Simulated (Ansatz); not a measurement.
`[In][I]` + `C[Si](F)(F)Cl` → `[Cl][In]` + `C[Si](F)(F)I` at 700 K and 1 bar (redistribution).

Program: Ansatz. Geometries: PBE0-D4/def2-TZVP. ΔE: electronic, gas phase. CCSD(T)/CBS adds triple-zeta CCSD(T) − MP2 to the extrapolated MP2 energy (def2 sets, frozen cores). Elements past krypton have def2 core potentials. For I, In outer-core shells are correlated without core-valence functions, which leaves a few kJ/mol of doubt a bond.

```
        species  CCSD(T)/CBS energy (Eh)  H − E (kJ/mol)  S (J/(mol·K))
      `[In][I]`               -487.33455            26.3          299.2
`C[Si](F)(F)Cl`               -988.51588           185.8          435.9
     `[Cl][In]`               -649.67004            26.4          279.6
 `C[Si](F)(F)I`               -826.16288           185.1          458.3
```

H − E and S are ideal-gas, rigid-rotor, harmonic terms from PBE0-D4/def2-TZVP. 1 Eh = 2625.50 kJ/mol, R = 8.31446 J/(mol·K).

Question: By hand: ΔE, ΔH, ΔS and ΔG.

Answer: ΔE = (-649.67004) + (-826.16288) − (-487.33455) − (-988.51588) = 0.01751 Eh = 46.0 kJ/mol. Δ(H − E) = 26.4 + 185.1 − 26.3 − 185.8 = -0.6, so ΔH = 45.4 kJ/mol. ΔS = 279.6 + 458.3 − 299.2 − 435.9 = 2.8 J/(mol·K). ΔG = 45.4 − 700 × (2.8)/1000 = 43.4 kJ/mol.

Question: By hand: the equilibrium constant, and the temperature at which ΔG would vanish if ΔH and ΔS stayed fixed.

Answer: log₁₀ K = −ΔG/(RT ln 10) = -3.2. ΔG = 0 at ΔH/ΔS = 16214 K, far beyond where these terms or the molecules hold.

The number of gas molecules stays the same, so ΔS is small and ΔH decides. A doubt of 5 kJ/mol in ΔE shifts log₁₀ K by 0.4 here. These are equilibria of isolated gas molecules and say nothing of rates. Largest T1 diagnostic: 0.015 (customary marks: 0.02 for closed shells, 0.045 for open ones).
